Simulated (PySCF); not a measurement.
Compound: C6H4F3O (charge +1).
Bonds: F1–C2, C2–F3, C2–F4, C2–C5, C5–C6 (aromatic), C6–C7 (aromatic), C7–C8 (aromatic), C8–C9 (aromatic), C9–O10 (aromatic), C5–O10 (aromatic). Hydrogens: H11 on C6; H12 on C7; H13 on C8; H14 on C9.

Theory: PySCF 2.14.0, PBE0-D3(BJ)/def2-SVP geometry optimisation, gas phase.

(1) List the bond lengths, angles and torsions at this level.

Results:

(1) 
| bond | length (pm) |
| --- | --- |
| F1–C2, C2–F3 | 132.2 |
| C2–F4 | 131.2 |
| C2–C5 | 153.3 |
| C5–C6 | 137.6 |
| C6–C7 | 139.8 |
| C7–C8 | 139.9 |
| C8–C9 | 137.5 |
| C9–O10 | 132.0 |
| C5–O10 | 131.5 |
| C6–H11 | 109.2 |
| C7–H12 | 109.4 |
| C8–H13 | 109.2 |
| C9–H14 | 109.2 |

Bonds in one row agree within 1 pm and their mean is given. A selection of angles:
| angle | degrees |
| --- | --- |
| F1–C2–F3 | 109.2 |
| F1–C2–C5 | 108.3 |
| F4–C2–C5 | 110.5 |
| C2–C5–C6 | 124.5 |
| C2–C5–O10 | 114.5 |
| C6–C5–O10 | 121.0 |
| C5–C6–C7 | 117.8 |
| C6–C7–C8 | 119.6 |
| C7–C8–C9 | 118.2 |
| C8–C9–O10 | 120.6 |
| C5–O10–C9 | 122.8 |

Dihedral angles: F1–C2–C5–C6 -54° (synclinal). The mirror-image conformer, all signs reversed, is as good.

O10 (ring oxygen) is bent (angle 122.8°). C7 (aromatic CH carbon) is planar (angles 120.2°, 120.1° and 119.6°, sum 360.0°, 0.00 Å off the plane of its three neighbours). C6 (aromatic CH carbon) is planar (angles 122.3°, 119.9° and 117.8°, sum 360.0°, 0.00 Å off the plane of its three neighbours). C8 (aromatic CH carbon) is planar (angles 122.2°, 119.6° and 118.2°, sum 360.0°, 0.00 Å off the plane of its three neighbours). The 6-membered ring C5–C6–C7–C8–C9–O10 has internal angles of 117.8° to 122.8°; it is planar, 0.00 Å rms from its mean plane, widest ring torsion 0°. The 5 C–C bonds span 1.375 Å (C8–C9, aromatic) to 1.533 Å (C2–C5, drawn single), a spread of 0.158 Å. C5 (substituted aromatic carbon) is planar (angles 124.5°, 121.0° and 114.5°, sum 360.0°, 0.00 Å off the plane of its three neighbours).

Point group: near Cs, missed by 0.21 Å at most; the miss may be what the optimiser left on a soft mode. Not checked by PBE0-D3(BJ)/def2-SVP frequencies.
